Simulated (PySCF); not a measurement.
B(OEt)(NH2)(NMe2) (C4H13BN2O), SMILES CCOB(N)N(C)C.

Geometry: B3LYP-D3(BJ)/def2-SVP. The values are those of a single conformer.

These are TDDFT-ωB97X/def2-SVP run with PySCF 2.14.0 values and carry that method's errors.

Vertical excitations. 

Computed UV-visible absorptions:
| state | energy (eV) | λ (nm) | f | main pairs |
|---|---|---|---|---|
| S1 | 7.04 | 176 | 0.026 | HOMO→LUMO 76 %, HOMO→LUMO+1 13 % |
| S2 | 7.74 | 160 | 0.013 | HOMO→LUMO+2 31 %, HOMO−1→LUMO 27 %, HOMO→LUMO+1 19 %, HOMO→LUMO+4 10 % |
| S3 | 8.23 | 151 | 0.314 | HOMO→LUMO+3 62 %, HOMO−1→LUMO 12 % |
| S4 | 8.41 | 147 | 0.152 | HOMO→LUMO+4 32 %, HOMO−1→LUMO 21 %, HOMO→LUMO+3 16 %, HOMO→LUMO+6 6 % |
| S5 | 8.53 | 145 | 0.023 | HOMO→LUMO+1 37 %, HOMO→LUMO+4 19 %, HOMO−1→LUMO 10 %, HOMO→LUMO 6 % |
| S6 | 8.81 | 141 | 0.005 | HOMO→LUMO+5 63 %, HOMO→LUMO+2 16 % |
| S7 | 9.17 | 135 | 0.013 | HOMO−1→LUMO+1 29 %, HOMO−1→LUMO+4 20 %, HOMO−3→LUMO 12 %, HOMO→LUMO+5 5 % |
| S8 | 9.36 | 132 | 0.013 | HOMO→LUMO+8 25 %, HOMO→LUMO+9 21 %, HOMO−1→LUMO+2 11 %, HOMO→LUMO+2 7 % |
| S9 | 9.52 | 130 | 0.005 | HOMO→LUMO+2 22 %, HOMO→LUMO+8 11 %, HOMO→LUMO+5 11 %, HOMO→LUMO+11 10 % |
| S10 | 9.54 | 130 | 0.088 | HOMO−1→LUMO+3 73 % |
| T1 | 6.90 | 180 | 0 | HOMO→LUMO 70 % |
| T2 | 7.28 | 170 | 0 | HOMO→LUMO+3 64 %, HOMO→LUMO+2 10 % |
| T3 | 7.55 | 164 | 0 | HOMO−1→LUMO 27 %, HOMO→LUMO+1 18 %, HOMO→LUMO+2 18 %, HOMO→LUMO+3 9 % |
| T4 | 8.26 | 150 | 0 | HOMO→LUMO+4 47 %, HOMO−1→LUMO 15 % |
Triplets are in the Tamm–Dancoff approximation, which puts them higher than full response would, so one can lie above its singlet here.
